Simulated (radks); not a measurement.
Question: The potassium ion K7+, configuration [He] 2s2 2p5 3s2 3p1 (not the ground configuration). All-electron calculation, non-relativistic Kohn-Sham, PBEsol, spin-polarised, spherical densities, point nucleus; open shells are filled with parallel spins first. Program: a radial shooting solver on a logarithmic mesh with Libxc functionals. Some entries of the table are withheld. Estimate them.

| orbital | occ. | eigenvalue (hartree) | r(max) (bohr) |
|---|---|---|---|
| 1s up | 1 | -135.7877 | 0.05357 |
| 1s down | 1 | -135.6701 | 0.05355 |
| 2s up | 1 | -19.00914 | 0.3155 |
| 2s down | 1 | -18.82482 | 0.3161 |
| 2p up | 3 | -16.59833 | 0.2572 |
| 2p down | 2 | -16.37949 | 0.2581 |
| 3s up | 1 | -5.65169 | 0.9616 |
| 3s down | 1 | -5.53450 | 0.9650 |
| 3p up | 1 | -4.96849 | 0.9667 |
| 3p down | 0 | -4.85139 | 0.9718 |
| 3d up | 0 | (1) | (2) |
| 3d down | 0 | (3) | (4) |
| 4s up | 0 | -2.55120 | 2.106 |
| 4s down | 0 | -2.51010 | 2.122 |
| 4p up | 0 | -2.30678 | 2.196 |
| 4p down | 0 | -2.26675 | 2.216 |
| 4f up | 0 | -1.77306 | 1.897 |

Answer: 
(1) 3d up eigenvalue (hartree): -3.95162
(2) 3d up r(max) (bohr): 0.8797
(3) 3d down eigenvalue (hartree): -3.84534
(4) 3d down r(max) (bohr): 0.8840
